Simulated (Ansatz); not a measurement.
Isolated molecules relaxed with PBE0-D4/def2-TZVP in Ansatz; ΔE leaves out vibrations. CBS: MP2 limit from def2 TZ/QZ plus the TZ coupled-cluster correction, frozen cores. DFT in def2-TZVPP. B3LYP here is the variant with VWN-RPA as its local correlation; programs differ in this. One conformer a species, not always the lowest.

Consider the isomerisation: `C[Si@H](O)[Si@H](O)F` → `CO[SiH](F)O[SiH3]`.

`C[Si@H](O)[Si@H](O)F`:

```xyz
13

C     0.871    0.774   -1.797
Si   -0.168    0.823   -0.257
O     0.677    1.613    0.926
Si   -0.674   -1.299    0.624
O    -0.578   -1.029    2.246
F     0.419   -2.397    0.195
H     1.784    0.199   -1.636
H     0.316    0.318   -2.621
H     1.149    1.788   -2.096
H    -1.456    1.523   -0.548
H     0.499    1.327    1.825
H    -1.983   -1.925    0.285
H    -0.855   -1.716    2.855
```

`CO[SiH](F)O[SiH3]`:

Z-matrix (Å, degrees):
```
C
O 1 1.412
H 1 1.090 2 108.1
H 1 1.094 2 111.1 3 119.3
H 1 1.095 2 111.4 3 -119.1
Si 2 1.621 1 125.6 3 175.7
O 6 1.608 2 107.9 1 175.4
F 6 1.592 2 109.3 1 56.3
H 6 1.472 2 112.8 1 -62.2
Si 7 1.644 6 144.6 2 -22.3
H 10 1.482 7 107.5 6 -167.0
H 10 1.484 7 109.8 6 73.6
H 10 1.484 7 110.3 6 -47.3
```

(1) Is it downhill or uphill in electronic energy at CCSD(T)/CBS, and by how much? (An estimate is asked.)

(2) What do these levels give: PBE-D4, r2SCAN-D4, ωB97X-V, B2PLYP, PBE, r2SCAN, PBE0, B3LYP, HF/def2-TZVPP, SCS-MP2/def2-TZVPP, HF/def2-QZVPP, MP2/def2-QZVPP? (An estimate is asked.)

Largest T1 diagnostic among the species: 0.012.

## Answers

(1) Ansatz gave: Downhill: ΔE = -0.56 eV.

(2) Ansatz gave: PBE-D4 -0.25, r2SCAN-D4 -0.49, ωB97X-V -0.56, B2PLYP -0.63, PBE -0.26, r2SCAN -0.49, PBE0 -0.38, B3LYP -0.61, HF/def2-TZVPP -1.05, SCS-MP2/def2-TZVPP -0.72, HF/def2-QZVPP -1.08, MP2/def2-QZVPP -0.58 eV.

From PBE to PBE0 (25 % exact exchange), in def2-TZVPP and without D4, ΔE moves by −0.12 eV. In def2-TZVPP, CCSD(T) changes the Hartree–Fock value by +0.43 eV (the triples alone add +0.06 eV) and MP2 by +0.45 eV.
